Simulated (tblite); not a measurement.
Species: C7H11FO2S.
SMILES with atom numbers: `[CH2:1]=[CH:2][S:3](=[O:4])(=[O:5])[C@H:6]([F:7])[CH:8]1[CH2:9][CH2:10][CH2:11]1` (hydrogens: H12, H13 on C1; H14 on C2; H15 on C6; H16 on C8; H17, H18 on C9; H19, H20 on C10; H21, H22 on C11)

Computed with GFN2-xTB (tblite), gas phase: L-BFGS steps from a force-field or distance-geometry start until the largest atomic force falls under 0.01 eV/Å.

Step 34: E = -996.8700 eV
```
atom  x, y, z in Å  |  force x, y, z in eV/Å
C1      4.1948   -0.0106    0.2393   -0.080  -0.002   0.049
C2      3.0071    0.5454    0.1550   -0.054   0.025   0.005
S3      1.5109   -0.4079   -0.1922   -0.017  -0.036  -0.027
O4      1.4963   -1.6316    0.5545    0.082  -0.002  -0.018
O5      1.3905   -0.4967   -1.6235    0.027   0.002  -0.027
C6      0.1091    0.6639    0.3970   -0.009   0.013   0.008
F7      0.4901    1.1340    1.6248    0.008   0.004   0.049
C8     -1.1428   -0.1705    0.4449   -0.014  -0.022  -0.049
C9     -1.5857   -0.7456   -0.9094   -0.049  -0.030  -0.088
C10    -3.0231   -0.2793   -0.6312    0.007   0.017   0.083
C11    -2.4983    0.5572    0.5463   -0.009   0.025   0.037
H12     4.3088   -1.0801    0.1782   -0.043   0.005  -0.010
H13     5.0929    0.5720    0.3865   -0.054  -0.042   0.002
H14     2.8183    1.6028    0.2063    0.028   0.042  -0.001
H15     0.0306    1.5219   -0.2757    0.039  -0.009  -0.044
H16    -1.0197   -0.9461    1.2014    0.052   0.033   0.038
H17    -1.4360   -1.8116   -1.0410    0.021  -0.060   0.007
H18    -1.1258   -0.2275   -1.7446    0.041   0.014  -0.065
H19    -3.6680   -1.0875   -0.2929   -0.012   0.001  -0.079
H20    -3.5189    0.2642   -1.4361    0.065  -0.039   0.108
H21    -2.4223    1.6175    0.3198    0.008   0.044  -0.016
H22    -3.0194    0.4354    1.4912   -0.037   0.016   0.038
```

Step 35: E = -996.8727 eV
```
atom  x, y, z in Å  |  force x, y, z in eV/Å
C1      4.1913   -0.0145    0.2437   -0.081   0.003   0.071
C2      3.0072    0.5462    0.1527   -0.082   0.019  -0.009
S3      1.5117   -0.4012   -0.2024   -0.103  -0.040  -0.013
O4      1.4889   -1.6269    0.5402    0.109  -0.021   0.000
O5      1.3904   -0.4880   -1.6339    0.037   0.026  -0.020
C6      0.1091    0.6701    0.3909   -0.035  -0.002  -0.010
F7      0.4893    1.1532    1.6149    0.009  -0.022   0.002
C8     -1.1382   -0.1733    0.4477   -0.022  -0.008  -0.031
C9     -1.5849   -0.7520   -0.9052   -0.020  -0.020  -0.064
C10    -3.0192   -0.2760   -0.6301    0.001   0.007   0.066
C11    -2.4960    0.5515    0.5539   -0.006   0.020   0.030
H12     4.3021   -1.0828    0.1850   -0.037  -0.049  -0.021
H13     5.0867    0.5655    0.4015    0.016  -0.011   0.003
H14     2.8221    1.6031    0.2039    0.020   0.077   0.000
H15     0.0197    1.5215   -0.2892    0.050  -0.008  -0.028
H16    -1.0060   -0.9448    1.2073    0.047   0.035   0.018
H17    -1.4435   -1.8200   -1.0316    0.023  -0.048   0.018
H18    -1.1199   -0.2423   -1.7428    0.039   0.014  -0.063
H19    -3.6735   -1.0820   -0.3058   -0.015   0.000  -0.051
H20    -3.5053    0.2763   -1.4338    0.053  -0.022   0.082
H21    -2.4206    1.6138    0.3356    0.002   0.036  -0.010
H22    -3.0218    0.4220    1.4958   -0.007   0.012   0.031
```

Task: Estimate the geometry and energy of step 36. (The exact step hangs on the optimiser's Hessian estimate; all steps are aligned on step 35, rigid shifts and turns removed.)

Result: E = -996.8755 eV, largest force 0.139 eV/Å
```
atom  x, y, z in Å  |  force x, y, z in eV/Å
C1      4.1860   -0.0179    0.2491   -0.070   0.003   0.078
C2      3.0056    0.5478    0.1501   -0.088   0.018  -0.014
S3      1.5110   -0.3957   -0.2120   -0.137  -0.024  -0.001
O4      1.4849   -1.6229    0.5274    0.117  -0.038   0.012
O5      1.3905   -0.4801   -1.6437    0.035   0.042  -0.010
C6      0.1084    0.6757    0.3854   -0.050  -0.018  -0.029
F7      0.4885    1.1701    1.6062    0.003  -0.051  -0.052
C8     -1.1341   -0.1763    0.4496   -0.021   0.013  -0.003
C9     -1.5845   -0.7581   -0.9026    0.023  -0.004  -0.015
C10    -3.0154   -0.2730   -0.6277    0.000  -0.014   0.026
C11    -2.4935    0.5465    0.5615   -0.001   0.008   0.017
H12     4.2940   -1.0857    0.1903   -0.039  -0.075  -0.024
H13     5.0808    0.5585    0.4160    0.053   0.007   0.003
H14     2.8253    1.6051    0.2016    0.011   0.090  -0.001
H15     0.0109    1.5208   -0.3018    0.056  -0.008  -0.009
H16    -0.9920   -0.9432    1.2130    0.035   0.036  -0.009
H17    -1.4503   -1.8284   -1.0233    0.023  -0.019   0.024
H18    -1.1138   -0.2553   -1.7422    0.021  -0.001  -0.044
H19    -3.6783   -1.0773   -0.3185   -0.019  -0.005  -0.011
H20    -3.4920    0.2870   -1.4295    0.027   0.012   0.036
H21    -2.4180    1.6107    0.3489   -0.006   0.017   0.002
H22    -3.0242    0.4109    1.5004    0.027   0.012   0.024
```

The energy changes by -0.0027 eV. The first-order estimate −F·Δx gives -0.0037 eV and the mean of the old and new forces, exact on a quadratic surface, -0.0027 eV. The step makes an angle of 78° with the force vector and moves no atom by more than 0.019 Å.

What follows is the cost of the whole relaxation. The run took 2.6 s on Arm Neoverse N1, one thread, shared host with 64 logical CPUs at a one-minute load of 54.
